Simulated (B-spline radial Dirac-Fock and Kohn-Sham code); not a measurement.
L3 edges in EELS at 300 kV and 5 mrad, P to Se

The computed values come from a radial finite-basis atomic code: the first Born approximation with generalised oscillator strengths from a Dirac-Hartree-Slater potential (longitudinal and transverse terms; continuum final states only, so no white lines or fine structure). Partial cross sections in barn for windows above the edge. Edges are tabulated values, any marked * orbital energies of the model.

```tsv
Z	element	edge (eV)	Δ = 50 eV	Δ = 100 eV	Δ = 200 eV
15	P	135.0	19200	29300	36800
16	S	162.5	14000	21600	27900
17	Cl	200.0	10400	16100	21200
18	Ar	248.4	7800	12000	16200
19	K	294.6	5830	8800	11900
20	Ca	346.2	3240	5360	7730
21	Sc	398.7	2330	3940	5840
22	Ti	453.8	1710	2960	4480
24	Cr	574.1	1060	1850	2870
26	Fe	706.8	566	1040	1700
28	Ni	852.7	342	648	1090
29	Cu	932.7	292	548	924
31	Ga	1116.4	158	313	552
32	Ge	1217.0	123	243	433
34	Se	1433.9	77.2	151	271
```
